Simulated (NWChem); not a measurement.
System: SnI, doublet; SMILES [Sn][I]

```xyz
2

Sn     0.0000     0.0000    -1.3869
I      0.0000     0.0000     1.3080
```
Atoms are numbered in this order, from 1.

Level: PBE0/def2-SVP with def2 effective core potentials on Sn, I, spin-unrestricted (NWChem), optimised geometry, unscaled harmonic frequencies. The state is orbitally degenerate and is run as one real component. The spin multiplicity was typed, not searched, and may not be the lowest. def2 effective core potentials on Sn, I; no spin-orbit coupling.

```json
[
 {"frequency (cm⁻¹)": "212", "IR intensity (km/mol)": "24.0"}
]
```

```yaml
zero_point_energy: 0.3 kcal/mol
thermal correction to the enthalpy at 298.15 K (with zero-point energy): 2.7 kcal/mol
heat capacity Cv: 6.8 cal/(mol K)
```

Rigid rotor and harmonic oscillator.
